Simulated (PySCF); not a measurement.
Molecule: SMILES C=CC(=C)C[SiH3], C₅H₁₀Si.

Atoms are numbered as in `[CH2:1]=[CH:2][C:3](=[CH2:4])[CH2:5][SiH3:6]`. Hydrogens are named by the atom that carries them. Ha(C4) is cis to C2; Ha(C1) is cis to C3; Hb(C4) is trans to C2; Hb(C1) is trans to C3.

Geometry PBE0-D3(BJ)/def2-SVP throughout; GIAO in PySCF 2.14.0 with density-fitted response routines, gas phase, one conformer, non-relativistic; equivalent atoms averaged; functional PBE0.

(1) How do the shifts δ (against TMS at the same level) depend on the basis set? (a selection of nuclei; ppm; last column core-seconds on shared hosts with different chips, so compare them loosely)

(2) Which nucleus among those listed moves most, in ppm?

(3) Taking the largest basis, def2-TZVP (252 functions), as the yardstick, rank the others by their worst heavy-atom deviation.

Results:

(1) 
```tsv
basis set	functions	C3	C2	C4	Si6	H(C2)	Hb(C1)	Ha(C4)	H(Si6)	H(C5)	core-s
STO-3G	44	117.1	115.3	107.0	-61.8	6.09	5.26	5.12	1.77	1.31	4
6-31G	78	140.4	135.5	117.7	-37.3	6.64	5.55	5.34	3.77	1.84	7.7
6-31G*	108	136.3	132.6	115.7	-30.4	6.31	5.18	4.95	4.19	1.70	11
def2-SVP	138	142.2	137.7	119.0	-61.6	6.20	5.16	4.98	3.99	1.70	14
pcSseg-1	159	151.5	146.1	124.8	-59.4	6.41	5.43	5.25	3.95	1.86	15
6-311+G(2d,p)	230	151.1	144.5	121.5	-59.3	6.68	5.35	5.21	4.21	2.01	32
def2-TZVP	252	152.8	145.8	122.5	-60.4	6.69	5.36	5.22	4.23	2.00	38
```

(2) C3 (fully substituted alkene carbon): from 117.1 ppm with STO-3G to 152.8 ppm with def2-TZVP. The smallest spread is 0.39 ppm, at Ha(C4). Proton shifts span only some 12 ppm, so a few tenths of a ppm matter as much there as several ppm in carbon.

(3) 6-311+G(2d,p) 1.8 ppm (230 functions), pcSseg-1 2.2 ppm (159 functions), def2-SVP 10.7 ppm (138 functions), 6-31G 23.1 ppm (78 functions), 6-31G* 30.0 ppm (108 functions), STO-3G 35.7 ppm (44 functions).

A small basis that lands close on one nucleus may do so by chance; judge by the trend and by all nuclei.
